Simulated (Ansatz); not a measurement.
Calculated with Ansatz (gas phase, PBE0-D4/def2-TZVP geometries, no zero-point term in ΔE). CBS: MP2 limit from def2 TZ/QZ plus the TZ coupled-cluster correction, frozen cores. This one scheme is used for every species. Functionals use def2-TZVPP. For Br, Ti outer-core shells are correlated without core-valence functions, which leaves a few kJ/mol of doubt a bond. Scalar relativity is left out up to krypton.

`[F][Ti]([F])([Br])[Br]` + H–F → `[F][Ti]([F])([F])[Br]` + HBr  (ligand exchange at a Ti–Br bond)

```json
{"level": "LDA (SPW92)", "ΔE (kcal/mol)": "-5.2"}
{"level": "HF/def2-SVP", "ΔE (kcal/mol)": "-10.5"}
```

Task: What does CCSD(T)/CBS give? (Estimate.)

Result: The calculation gave: -1.9 kcal/mol. The listed levels differ from it by -3.3, -8.6 kcal/mol.

Task: What do rigid-rotor, harmonic-oscillator terms from PBE0-D4/def2-TZVP frequencies (298.15 K, 1 bar) make of the CCSD(T)/CBS value? (An estimate is asked.)

Result: The calculation gave: ΔZPE = -1.3 kcal/mol, ΔH = -3.5 kcal/mol, ΔS = -2 J/(mol·K), ΔG = -3.4 kcal/mol.

Largest T1 diagnostic among the species: 0.022, so the coupled-cluster value is less sure than usual.

Leaving LDA and LC-ωPBE aside and taking each functional with its dispersion term where it has one, the values, not all of them listed here, spread over 5.4 kcal/mol, from ωB97X-V to PBE-QIDH. LDA lies +0.8 kcal/mol from PBE without D4. From r2SCAN to r2SCAN0 (25 % exact exchange), in def2-TZVPP and without D4, ΔE moves by +0.9 kcal/mol. The D4 term adds +1.7 kcal/mol with B3LYP and +0.9 kcal/mol with PBE0; it sums over pairs of atoms, weighted by their polarisabilities, and B3LYP, whose exchange is more repulsive, gets the larger term.

B3LYP here is the variant with VWN-RPA as its local correlation; programs differ in this.
